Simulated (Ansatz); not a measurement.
`O[Si]([SiH3])(Cl)Br` → `O[SiH](Cl)Br` + `[SiH2]` at 500 K and 1 bar (silylene loss).

Isolated molecules relaxed with PBE0-D4/def2-TZVP in Ansatz; ΔE leaves out vibrations. CBS: MP2 limit from def2 TZ/QZ plus the TZ coupled-cluster correction, frozen cores. This one scheme is used for every species. For Br outer-core shells are correlated without core-valence functions, which leaves a few kJ/mol of doubt a bond. Scalar relativity is left out up to krypton. Each species was taken in one conformer, which may not be the lowest.

```
              species  CCSD(T)/CBS energy (Eh)  H − E (kJ/mol)  S (J/(mol·K))
`O[Si]([SiH3])(Cl)Br`              -3688.98681           165.5          467.1
       `O[SiH](Cl)Br`              -3398.70645           105.0          380.5
             `[SiH2]`               -290.19011            48.0          226.5
```

H − E and S are ideal-gas, rigid-rotor, harmonic terms from PBE0-D4/def2-TZVP, for one conformer and one mirror image of each species. 1 Eh = 2625.50 kJ/mol, R = 8.31446 J/(mol·K).

**Question.** By hand: ΔE, ΔH, ΔS and ΔG.

**Answer.** ΔE = (-3398.70645) + (-290.19011) − (-3688.98681) = 0.09025 Eh = 237.0 kJ/mol. Δ(H − E) = 105.0 + 48.0 − 165.5 = -12.5, so ΔH = 224.5 kJ/mol. ΔS = 380.5 + 226.5 − 467.1 = 139.9 J/(mol·K). ΔG = 224.5 − 500 × (139.9)/1000 = 154.6 kJ/mol.

**Question.** By hand: the equilibrium constant, and the temperature at which ΔG would vanish if ΔH and ΔS stayed fixed.

**Answer.** log₁₀ K = −ΔG/(RT ln 10) = -16.2. ΔG = 0 at ΔH/ΔS = 1605 K.

The number of gas molecules changes by +1, which sets the sign of ΔS. A doubt of 5 kJ/mol in ΔE shifts log₁₀ K by 0.5 here. Other conformers and mirror images would add mixing entropy, several J/(mol·K) or more a flexible species. These are equilibria of isolated gas molecules and say nothing of rates. Largest T1 diagnostic: 0.014 (customary marks: 0.02 for closed shells, 0.045 for open ones).
